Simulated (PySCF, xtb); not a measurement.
C₂H₅BF₂, SMILES CCB(F)F.

xtb with GFN2-xTB at its own geometry gives an orbital gap of 5.69 eV and a dipole moment of 2.17 D.

Geometry: TPSSh-D3(BJ)/def2-SVP. Other conformers were not sampled.

Question: What does PBE0/def2-TZVP (PySCF) give? (The exact figures need the calculation; the answer reports its results.)

Answer: gap 9.76 eV (levels -9.44 and 0.32 eV), dipole 1.72 D.
